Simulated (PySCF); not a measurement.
Relaxation of quartet Pt₃Te⁺

Computed with UPBE0/[Te def2-SVP with ECP28, Pt def2-SVP with ECP60], scalar-relativistic core potentials, density fitting, no spin–orbit coupling, PySCF. A (50,194) grid was used.

A hand-made trigonal pyramidal start, of C3v symmetry, held to at least that symmetry:

Coordinates in bohr (charge 1 multiplicity 4):
```
Te    0.0000    0.0000   -1.8426
Pt    4.2350    0.0000    0.4092
Pt   -2.1175    3.6676    0.4092
Pt   -2.1175   -3.6676    0.4092
```

Problem. What does it relax to?

Solution. It ends at C3v with Te–Pt 2.507 Å (×3); Pt–Te–Pt 94.5° (×3) (after a last refinement on a finer grid). A frequency run shows a minimum.

Problem. How much energy is released, and in how many steps?

Solution. 4.5 kJ/mol in 6 steps.

Other spin states or occupations of the open shell can lie lower. Spin–orbit coupling, left out here, can matter for elements this heavy.
